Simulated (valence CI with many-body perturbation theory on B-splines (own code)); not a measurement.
# Energy levels of Lu66+

Calculated by relativistic CI+MBPT: three valence electrons over a frozen Dirac-Fock core [He], a basis of 11 s, 11 p, 9 d, 7 f, 5 g, 2 h, 1 i functions for each j, with the one-electron correlation potential Σ1 (screened to all orders), the two-electron term Σ2, the three-electron term Σ3, Breit, model QED; selected single and double excitations, second order for the rest (own B-spline code, finite nucleus).

The last digits are not significant, and no measured levels were compared; by estimate large intervals hold to a few tenths of a per cent, small ones and those within an open d or f shell to about a per cent.

Levels 1 to 45 of 102, with energies above the lowest level, (2s^2 2p1/2) J=1/2. "Leading %" is the weight of the configuration and term that name the level; weights of strongly mixed levels are sums over their largest components and can fall short. In the jj column 3d3/2^4 stands for four electrons in 3d with j = 3/2. Lifetimes count E1, E2, E3, M1 and M2 decay at the calculated energies, and are blank where another channel may lead or the interval is too uncertain; long ones can be off by a factor of two.

```
No.  Configuration  Term    J  E (× 10³ cm⁻¹)  Leading %              Leading jj   Second component  Lifetime
  1         2s2 2p   2P°  1/2            0.00        100      2s^2 2p1/2 (100 %)                             
  2         2s 2p2    4P  1/2          2037.0         50      2s 2p1/2^2 (100 %)     31 % 2s 2p2 2S   45.2 ps
  3         2s2 2p   2P°  3/2          9772.0         99       2s^2 2p3/2 (99 %)                      32.8 ps
  4         2s 2p2    4P  3/2           11203         90  2s 2p1/2 2p3/2 (100 %)      7 % 2s 2p2 2D   13.7 ps
  5         2s 2p2    2D  5/2           11523         63  2s 2p1/2 2p3/2 (100 %)     37 % 2s 2p2 4P    126 ps
  6         2s 2p2    2P  1/2           12077         69  2s 2p1/2 2p3/2 (100 %)     31 % 2s 2p2 4P    116 fs
  7         2s 2p2    2D  3/2           12093         62  2s 2p1/2 2p3/2 (100 %)     37 % 2s 2p2 2P    129 fs
  8            2p3   2P°  3/2           14213         48    2p1/2^2 2p3/2 (99 %)       27 % 2p3 2D°    169 fs
  9         2s 2p2    4P  5/2           21119         63      2s 2p3/2^2 (100 %)     37 % 2s 2p2 2D    564 fs
 10         2s 2p2    2S  1/2           21956         68      2s 2p3/2^2 (100 %)     19 % 2s 2p2 4P    146 fs
 11         2s 2p2    2P  3/2           21962         60      2s 2p3/2^2 (100 %)     31 % 2s 2p2 2D   79.5 fs
 12            2p3   4S°  3/2           23608         55   2p1/2 2p3/2^2 (100 %)       45 % 2p3 2D°   83.1 fs
 13            2p3   2D°  5/2           23790        100   2p1/2 2p3/2^2 (100 %)                      88.6 fs
 14            2p3   2P°  1/2           24230        100   2p1/2 2p3/2^2 (100 %)                      76.6 fs
 15            2p3   2P°  3/2           33715         51         2p3/2^3 (100 %)       28 % 2p3 2D°   55.5 fs
 16         2s2 3s    2S  1/2           77845         98          2s^2 3s (98 %)                      4.14 fs
 17         2s2 3p   2P°  1/2           78523         96       2s^2 3p1/2 (96 %)                       108 fs
 18       2s 2p 3s   4P°  1/2           79206         85      2s 2p1/2 3s (99 %)  13 % 2s 2p 3s 2P°   4.62 fs
 19       2s 2p 3s   4P°  3/2           79422         59      2s 2p1/2 3s (99 %)  41 % 2s 2p 3s 2P°   4.13 fs
 20       2s 2p 3s   2P°  1/2           79658         95      2s 2p1/2 3s (99 %)   4 % 2s 2p 3s 4P°   5.41 fs
 21       2s 2p 3p    4D  1/2           79778         72  2s 2p1/2 3p1/2 (100 %)   20 % 2s 2p 3p 2P   5.92 fs
 22       2s 2p 3p    4D  3/2           80000         40  2s 2p1/2 3p1/2 (100 %)   33 % 2s 2p 3p 2D   2.31 fs
 23       2s 2p 3p    4P  1/2           80345         46   2s 2p1/2 3p1/2 (99 %)   31 % 2s 2p 3p 2S   4.54 fs
 24         2s2 3p   2P°  3/2           81410         98       2s^2 3p3/2 (98 %)                      76.5 fs
 25         2p2 3s    4P  1/2           81654         44       2p1/2^2 3s (96 %)     30 % 2p2 3s 2S   5.11 fs
 26         2s2 3d    2D  3/2           81865         98       2s^2 3d3/2 (98 %)                       673 as
 27         2p2 3p   2P°  1/2           82197         45    2p1/2^2 3p1/2 (97 %)    37 % 2p2 3p 4D°   1.23 fs
 28         2s2 3d    2D  5/2           82637         94       2s^2 3d5/2 (94 %)                       762 as
 29       2s 2p 3p    4P  3/2           82757         31  2s 2p1/2 3p3/2 (100 %)   27 % 2s 2p 3p 4D   6.45 fs
 30       2s 2p 3p    4D  5/2           83017         41   2s 2p1/2 3p3/2 (95 %)   40 % 2s 2p 3p 2D   15.2 fs
 31       2s 2p 3p    2D  3/2           83037         43  2s 2p1/2 3p3/2 (100 %)   24 % 2s 2p 3p 2P   2.89 fs
 32       2s 2p 3p    2P  1/2           83081         43   2s 2p1/2 3p3/2 (97 %)   19 % 2s 2p 3p 2S   1.89 fs
 33       2s 2p 3d   4F°  3/2           83116         70  2s 2p1/2 3d3/2 (100 %)  13 % 2s 2p 3d 2D°   2.65 fs
 34       2s 2p 3d   4F°  5/2           83359         42   2s 2p1/2 3d3/2 (98 %)  32 % 2s 2p 3d 2F°   3.93 fs
 35       2s 2p 3d   2P°  3/2           83503         30   2s 2p1/2 3d3/2 (99 %)  24 % 2s 2p 3d 4D°    560 as
 36       2s 2p 3d   4D°  1/2           83538         53   2s 2p1/2 3d3/2 (98 %)  39 % 2s 2p 3d 2P°    589 as
 37       2s 2p 3d   4P°  5/2           83986         33  2s 2p1/2 3d5/2 (100 %)  30 % 2s 2p 3d 4D°    738 as
 38       2s 2p 3d   2F°  7/2           84214         40  2s 2p1/2 3d5/2 (100 %)  37 % 2s 2p 3d 4F°    758 as
 39       2s 2p 3d   2F°  5/2           84308         48   2s 2p1/2 3d5/2 (99 %)  24 % 2s 2p 3d 2D°    761 as
 40       2s 2p 3d   2P°  3/2           84313         39   2s 2p1/2 3d5/2 (96 %)  32 % 2s 2p 3d 2D°    767 as
 41         2p2 3p   2P°  3/2           85209         34    2p1/2^2 3p3/2 (96 %)    19 % 2p2 3p 4D°   2.66 fs
 42         2p2 3d    2D  3/2           85543         42    2p1/2^2 3d3/2 (98 %)     32 % 2p2 3d 4F   4.00 fs
 43         2p2 3d    2D  5/2           86421         36    2p1/2^2 3d5/2 (98 %)     18 % 2p2 3d 4D    774 as
 44       2s 2p 3s   4P°  5/2           89006        100     2s 2p3/2 3s (100 %)                      6.01 fs
 45       2s 2p 3s   2P°  3/2           89216         76     2s 2p3/2 3s (100 %)  23 % 2s 2p 3s 4P°   3.63 fs
```

The ionisation energy to 2s2 1S_0 of the next ion comes out as 17112 eV (NIST: 17120 ± 40 eV (theoretical)). All 102 levels together are meant to be complete up to 96265 × 10³ cm⁻¹.
